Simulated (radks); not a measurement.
Task: Rh II, 44 electrons, occupied as [Kr] 4d8. Calculated with a radial shooting solver on a logarithmic mesh with Libxc functionals: scalar-relativistic Kohn-Sham, r2SCAN, spin-polarised, spherical densities, finite nucleus; open shells are filled with parallel spins first (spin-orbit coupling, left out, can overturn this in heavy ions); meta-GGA in the generalised Kohn-Sham scheme; Fermi nuclear charge, rms radius 4.4945 fm. Some entries of the table are withheld. Estimate them.

orbital,occ.,eigenvalue (eV),r(max) (bohr)
1s down,1,-23093.14,0.02118
1s up,1,-23093.13,0.02118
2s up,1,-3367.749,0.1197
2s down,1,-3367.310,0.1197
2p up,3,-3016.164,0.09579
2p down,3,-3015.844,0.09578
3s up,1,-613.5619,0.3509
3s down,1,-613.4538,0.3509
3p up,3,-496.9994,0.3443
3p down,3,-496.8450,0.3444
3d up,5,-311.1621,0.2921
3d down,5,-310.8316,0.2922
4s up,1,-93.1570,(1)
4s down,1,-91.4521,(2)
4p up,3,(3),0.9476
4p down,3,(4),0.9451
4d up,5,-14.3952,1.145
4d down,3,-12.6332,1.146

Result: 
(1) 4s up r(max) (bohr): 0.8850
(2) 4s down r(max) (bohr): 0.8827
(3) 4p up eigenvalue (eV): -60.3877
(4) 4p down eigenvalue (eV): -58.5676
